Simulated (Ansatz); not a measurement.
A run for Ansatz (a quantum-chemistry and plane-wave program): R-wB97X-V/def2-TZVPP on ClHSSi (SMILES S[Si]Cl), a point of a torsion scan.

Ansatz 0.2 input:
```yaml
crystal:
  periodic: [false, false, false]
  atoms:
    - {symbol: S, position_ang: [-1.22513331, 0.42645933, 0.47356853]}
    - {symbol: Si, position_ang: [0.74781577, 0.94787150, -0.35569496]}
    - {symbol: Cl, position_ang: [1.85228420, -0.71836381, 0.12529969]}
    - {symbol: H, position_ang: [-1.37982122, -0.66529027, -0.26384747]}
basis:
  gaussian:
    orbitals: def2-TZVPP
hamiltonian:
  xc: {name: wB97X-V}
scf: {lower_state_search: off}
```

The log:

```
WARN ansatz: RAYON_NUM_THREADS=2 ignored (pool sized by the plan → 2); use --threads N
Functional definition: wB97X-V
these checks for a lower state are left out or cut short: stability, starts, cluster_reference, orbital_swaps, neighbouring_geometries, increment
integrals: 0.09 GiB planned
951 factors; their error is unknown
integrals: 0.12 GiB planned
160 factors; integrals over basis functions are off by at most 3.8e-5 eV
mean field: 0.67 GiB planned
mean field evaluation 1: about -31247.8295 eV, gradient 1.8e1 eV
mean field evaluation 2: about -31248.4343 eV, gradient 1.5e1 eV
mean field evaluation 4: about -31248.8835 eV, gradient 5.8e-1 eV
mean field evaluation 8: about -31248.9165 eV, gradient 3.0e-2 eV
mean field evaluation 16: about -31248.9165 eV, gradient 1.7e-5 eV
mean field -31248.91647852 eV, -1148.3764993092 hartree, gradient 5.5e-6 eV, S^2 0.000000; 0 other end points of the search recorded, 0 dependent functions left out
reference -31248.91647703 eV, -1148.3764992545 hartree; 24, 24 occupied and 116, 116 virtual orbitals, 951 factors
Total energy: -31248.91647703 eV, -1148.3764992545 hartree
Checks for a lower state left out: stability, starts, cluster_reference, orbital_swaps, neighbouring_geometries, increment
```

Self-consistency was reached.

Cost: around 3 core-seconds (rough).
